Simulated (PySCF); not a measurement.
FH₂NSn, SMILES [NH2][Sn][F] (connectivity only; charge and spin as stated), neutral, multiplicity 1.

Geometry: PBE-D3(BJ)/def2-TZVP. The def2 effective core potentials stand for the cores of Sn; spin–orbit coupling is left out. Other conformers were not sampled.

These are TDA-ωB97X/def2-SVPD run with PySCF values and carry that method's errors.

Vertical excitations. Isolated molecule, no solvent. State labels are in the subgroup Cs.

Computed UV-visible absorptions:
```csv
state,symmetry,energy (eV),λ (nm),f,main pairs
S1,A",5.03,246,0.143,HOMO→LUMO 96 %
S2,A',5.44,228,0.067,HOMO−1→LUMO 90 %
S3,A",6.23,199,0.010,HOMO−1→LUMO+1 95 %
S4,A',6.67,186,0.294,HOMO→LUMO+1 85 %
S5,A",7.03,176,0.036,"HOMO−1→LUMO+2 49 %, HOMO−1→LUMO+3 23 %, HOMO−2→LUMO 20 %"
S6,A",7.13,174,0.073,"HOMO−2→LUMO 76 %, HOMO−1→LUMO+2 14 %"
S7,A',7.67,162,0.138,"HOMO−3→LUMO 70 %, HOMO→LUMO+3 11 %"
S8,A",7.69,161,0.000,HOMO−4→LUMO 96 %
S9,A',7.88,157,0.693,"HOMO→LUMO+3 77 %, HOMO−3→LUMO 14 %"
S10,A',8.10,153,0.039,HOMO→LUMO+2 89 %
T1,A",3.69,336,0,HOMO→LUMO 98 %
T2,A',4.08,304,0,HOMO−1→LUMO 96 %
T3,A',5.45,228,0,HOMO→LUMO+1 94 %
T4,A",6.10,203,0,HOMO−1→LUMO+1 85 %
```
Triplets are in the Tamm–Dancoff approximation.
